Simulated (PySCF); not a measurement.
BrSi, SMILES [Si]Br (connectivity only; charge and spin as stated), neutral, multiplicity 2.

Geometry: PBE0-D3(BJ)/def2-TZVP.

The numbers are results of PySCF with PBE0-D3(BJ)/def2-TZVP, not measurements.

Frequencies are harmonic and unscaled.

```csv
mode,ν (cm⁻¹),IR (km/mol),moving atoms (share of kinetic energy)
1,421,70.6,"Si 74 %, Br 26 %"
```
